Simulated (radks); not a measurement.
Q: Mo XI, configuration [Ar] 3d10 4s2 4p2. Method: scalar-relativistic Kohn-Sham, r2SCAN, spin-polarised, spherical densities, finite nucleus; open shells are filled with parallel spins first (spin-orbit coupling, left out, can overturn this in heavy ions); meta-GGA in the generalised Kohn-Sham scheme; Fermi nuclear charge, rms radius 4.4091 fm; computed with a radial shooting solver on a logarithmic mesh with Libxc functionals. Some entries of the table are withheld. Estimate them.

orbital  occ.  eigenvalue (eV)  r(max) (bohr)  <r> (bohr)
1s up       1        -20058.27        0.02287     0.03517
1s down     1        -20057.56        0.02287     0.03517
2s up       1        -3007.325         0.1295      0.1535
2s down     1        -3007.163         0.1295      0.1535
2p up       3        -2706.594         0.1036      0.1339
2p down     3        -2706.063         0.1036      0.1339
3s up       1        -668.8391         0.3821      0.4261
3s down     1        -668.3189         0.3823      0.4261
3p up       3        -569.1040         0.3757      0.4274
3p down     3        -568.4265         0.3759      0.4273
3d up       5        -407.6149         0.3217      0.4104
3d down     5        -406.8201         0.3218      0.4097
4s up       1        -229.9393         0.9427         (1)
4s down     1        -224.0258         0.9410         (2)
4p up       2        -199.0256         0.9930       1.063
4p down     0        -193.1695         0.9915       1.062

A: 
(1) 4s up <r> (bohr): 1.006
(2) 4s down <r> (bohr): 1.005
